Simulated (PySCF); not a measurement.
# SF6: fields on a plane

Method: PBE0/[S def2-TZVP, F def2-TZVP], no relativity, density fitting, PySCF.

The singlet minimum has S–F 1.565 Å (×6); F–S–F 90.0° (×12), F–S–F 180.0° (×3).

The plane holds S1 at (0.00, 0.00), F2 at (1.57, 0.00), F3 at (-1.57, 0.00), F4 at (0.00, 1.57), F6 at (0.00, -1.57) Å. Columns run from x = -3.45 to 3.75 Å, rows from y = 3.75 (top) to -3.45 Å, in steps of 0.3 Å. Other isomers or separated fragments may lie lower.

Problem. Give the electron localisation function (set to 0 where the density is under 0.005 e/Å³). Lower edges of the bins: '_' 0.000, '.' 0.089, ':' 0.177, '-' 0.266, '=' 0.354, '+' 0.443, '*' 0.531, '#' 0.620, '%' 0.708, '@' 0.796; top 0.89, each point printed twice.

Solution. 
```
__________________________________________________
__________________________________________________
__________________________________________________
____________________........______________________
________________..--==++++==--..__________________
______________..--**%%%%%%%%**--..________________
______________..++%%@@@@@@@@%%++..________________
________________==@@@@....@@@@==__________________
________....____..##@@----@@##..____....__________
______..--++==..__::##%%%%##::__..==++--..________
______--**%%@@##::..++%%%%++..::##@@%%**--________
____..==%%@@@@@@##++::____::++##@@@@@@%%==..______
____..++%%@@..--%%%%__@@@@__%%%%--..@@%%++..______
____..++%%@@..--%%%%__@@@@__%%%%--..@@%%++..______
____..==%%@@@@@@##++::____::++##@@@@@@%%==..______
______--**%%@@##::..++%%%%++..::##@@%%**--________
______..--++==..__::##%%%%##::__..==++--..________
________....____..##@@----@@##..____....__________
________________==@@@@....@@@@==__________________
______________..++%%@@@@@@@@%%++..________________
______________..--**%%%%%%%%**--..________________
________________..--==++++==--..__________________
____________________........______________________
__________________________________________________
__________________________________________________
```

Problem. Give the electrostatic potential (V) (cut at 20 V). Lower edges of the bins (V): '0' -0.03, '1' 0.09, '2' 0.28, '3' 0.58, '4' 1.05, '5' 1.80, '6' 2.98, '7' 4.85, '8' 7.83, '9' 12.54; top 20.0.

Solution. 
```
0000000000000000000000000
0000000000000000000000000
0000000000011000000000000
0000000000122100000000000
0000000002344320000000000
0000000014688641000000000
0000001136999963110000000
0000011247999974211000000
0000012457999975421000000
0000134567999976543100000
0002467779999997776420000
0013699999999999999631000
0124899999999999999842100
0124899999999999999842100
0013699999999999999631000
0002467779999997776420000
0000134567999976543100000
0000012457999975421000000
0000011247999974211000000
0000001136999963110000000
0000000014688641000000000
0000000002344320000000000
0000000000122100000000000
0000000000011000000000000
0000000000000000000000000
```
